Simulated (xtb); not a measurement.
silanone (H$_{2}$OSi), singlet, geometry from GFN2-xTB, atoms displaced at random by about 0.1 Å a coordinate. Base run: GFN2-xTB in xtb.

Here is a job for xtb.
```
$ xtb mol.xyz --gfn 2 --opt --json

# file mol.xyz
4

Si     0.07563486    -0.37443541     0.01460024
O     -0.09706122     1.02448467    -0.05352018
H     -0.92257754    -1.48776557     0.14058445
H      1.46434605    -1.13844150     0.06929314
```

Each row names what was changed in the base input (with any setting that the change needs).

| change | ΔE vs base (kcal/mol) | optimiser steps |
|---|---|---|
| base | 0.000 | 8 |
| engine = lbfgs | 0.000 | - |
| opt level = tight | 0.000 | 9 |
| engine = inertial | 0.001 | - |
| opt level = sloppy | 0.001 | 7 |
| opt level = lax | 0.001 | 7 |
| alpb = dmso | -0.017 | 8 |
| alpb = acetone | -0.258 | 8 |
| opt level = loose | 0.001 | 7 |
| opt level = extreme | 0.000 | 10 |
